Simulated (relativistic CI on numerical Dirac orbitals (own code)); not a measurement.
## Hyperfine structure of In¹²⁺, mass number 115

Calculated at this level of theory: Dirac-Coulomb-Breit CI, separate exchange-only KLI orbitals for each configuration, model QED, unscaled Slater integrals (own radial code, finite nucleus).

Configuration list (outside the closed core [Ar] 3d10): 4s2 4p6 4d, 4s2 4p5 4d2, 4s2 4p6 4f, 4s2 4p6 5s, 4s 4p6 4d2, 4s2 4p5 4d 4f, 4s2 4p6 5p, 4s 4p6 4d 4f, 4s2 4p6 5d, 4s2 4p5 4d 5s, 4s2 4p6 6s, 4s2 4p6 5f, 4s2 4p6 6p, 4p6 4d3, 4p5 4d4, 4p5 4d3 4f. Double excitations out of closed p, d and f shells are left out; levels of such configurations are missing from the list, as are those of other unlisted configurations, and high levels can miss mixing partners. These lack a partner that the ground configuration has and come out too high: 4s2 4p5 4d 5s.

Nuclear spin I = 9/2, μ = 5.5326 μN, Q = 0.772 b (tables of Stone and Pyykkö). The electronic factors are computed for point nuclear moments, without core polarisation or the Bohr-Weisskopf and QED corrections.

```csv
Level,E (cm⁻¹),A (MHz),B (MHz)
4s2 4p6 4d 2D_3/2,0,3928,1560
4s2 4p6 4d 2D_5/2,11117,1674,2090
4s2 4p5 4d2 4D°_1/2,494582,1855,
4s2 4p5 4d2 4D°_3/2,497394,3483,1950
4s2 4p5 4d2 4D°_5/2,502855,2791,505
4s2 4p5 4d2 4D°_7/2,510968,2594,-2180
4s2 4p5 4d2 4G°_9/2,519860,4805,-10700
4s2 4p5 4d2 4G°_7/2,521158,5753,-10200
```

Levels with J = 0, under 50 % of one LS term, or S terms without an open s electron are left out. Small factors come from cancelling terms and can be off by tens of per cent or more.

At this charge energies of transitions that change n are usually good to better than 1 %, and those within a shell (Δn = 0) to a few per cent.

(1) Give the hyperfine levels of 4s2 4p6 4d 2D_3/2 relative to its centre of gravity.

## Answers

(1) With K = F(F + 1) − I(I + 1) − J(J + 1), E = AK/2 + B[¾K(K + 1) − I(I + 1)J(J + 1)]/[2I(2I − 1)J(2J − 1)]: F = 3: -31690, F = 4: -17020, F = 5: 2295, F = 6: 26900 MHz.

LS names give the leading component of a level, which can be under half, so a name can repeat, a term be missing and a line seem to break the LS rules.
